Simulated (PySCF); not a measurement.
Species: C7H15NSi.
Atom-mapped SMILES: `[CH2:1]=[C:2]1[CH2:3][C@@H:4]([CH2:5][CH3:6])[C@@H:7]1[NH:8][SiH3:9]`

NICS = −σ at a ghost point: NICS(0) at the centroid of the ring atoms, NICS(1) 1 Å to either side along the normal of their mean plane, zz for the tensor component along that normal. Level: GIAO PBE0/pcSseg-1 (PySCF, non-relativistic, gas phase) on the GFN2-xTB geometry, one conformer.

Ring bond lengths (Å), with Mayer bond orders in brackets: C2–C3 1.505 (1.03), C3–C4 1.544 (1.00), C4–C7 1.551 (0.93), C7–C2 1.515 (0.96).

Problem. Give the NICS values of each ring in ppm.

Solution. 
```
       ring                                            type  NICS(0)  NICS(1), two faces  NICS(1)zz, two faces  rms pucker (Å)  centre to ring atoms, mean (Å)
C2–C3–C4–C7  4-membered carbocycle; formal bonds all single     -0.3         -2.0 / -2.0             1.6 / 2.1            0.08                            1.08
```

Problem. What can be read from them?

Solution. 
- C2–C3–C4–C7: mean NICS(1)zz 1.9 ppm, near zero. C3, C4, C7 have four or more neighbours, so the value isn't read as a sign of a π ring current.

The values belong to the conformer `[CH2:1]=[C:2]1[CH2:3][C@@H:4]([CH2:5][CH3:6])[C@@H:7]1[NH:8][SiH3:9]`: C3–C4–C5–C6 174°, C4–C7–N8–Si9 157°.
